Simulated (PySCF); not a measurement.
C₂H₆FNOSi, SMILES C(/O[SiH2]N)=C\F. Atoms are numbered in the order given.

```xyz
12

N      2.5150     0.0790     0.3997
Si     1.4059    -1.0905    -0.1777
O     -0.2011    -0.7550     0.2125
C     -0.7893     0.4485     0.0509
C     -2.1099     0.5747    -0.0794
F     -2.6743     1.7782    -0.2014
H      2.7121     0.2258     1.3819
H      2.8573     0.8345    -0.1797
H      1.6179    -2.4127     0.4594
H      1.5607    -1.1149    -1.6596
H     -0.1504     1.3415     0.0590
H     -2.8127    -0.2620    -0.0882
```

Geometry: PBE0-D3(BJ)/def2-SVP. The structure was generated by enumeration; whether it is a known compound was not checked. Other conformers were not sampled.

Vertical ionisation energy (IE) and electron affinity (EA) in eV. Rows of orbital energies are one-electron estimates. Where ΔSCF, EOM or ADC give a negative EA the extra electron is unbound and the value depends on the basis.

```
level                                         IE     EA
------------------------------------------  ----  -----
−ε(HOMO), −ε(LUMO), PBE0/def2-TZVP (PySCF)  6.50  -0.26
−ε(HOMO), −ε(LUMO), PBE/def2-TZVP (PySCF)   5.25   0.61
```
